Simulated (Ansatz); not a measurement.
Program: Ansatz. Geometries: PBE0-D4/def2-TZVP. ΔE: electronic, gas phase. CCSD(T)/CBS adds triple-zeta CCSD(T) − MP2 to the extrapolated MP2 energy (def2 sets, frozen cores). This one scheme is used for every species. Functionals use def2-TZVPP. B3LYP here is the variant with VWN-RPA as its local correlation; programs differ in this. Each species was taken in one conformer, which may not be the lowest.

Reaction (redistribution): `B[SiH](F)[SiH2]N` + `[SiH3]BCl` → `N[SiH2][SiH3]` + `B[SiH](F)BCl`

| level | ΔE (kJ/mol) | difference from CCSD(T)/CBS |
| --- | --- | --- |
| PBE-D4 | -3.8 | 2.3 |
| r2SCAN-D4 | -5.2 | 0.9 |
| PBE0-D4 | -5.0 | 1.1 |
| ωB97X-V | -6.2 | -0.1 |
| ωB97M-V | -5.7 | 0.4 |
| B2PLYP | -5.4 | 0.7 |
| PBE | -3.9 | 2.2 |
| PBE0 | -5.1 | 1.0 |
| B3LYP | -4.4 | 1.7 |
| HF/def2-TZVPP | -7.0 | -0.9 |
| MP2/def2-TZVPP | -6.8 | -0.7 |
| SCS-MP2/def2-TZVPP | -6.8 | -0.7 |
| HF/def2-QZVPP | -6.8 | -0.7 |
| SCS-MP2/def2-QZVPP | -6.5 | -0.4 |
| HF/CBS(def2) | -6.8 | -0.7 |
| MP2/CBS(def2) | -6.4 | -0.3 |
| CCSD(T)/CBS | -6.1 | 0 |

Largest T1 diagnostic among the species: 0.014.
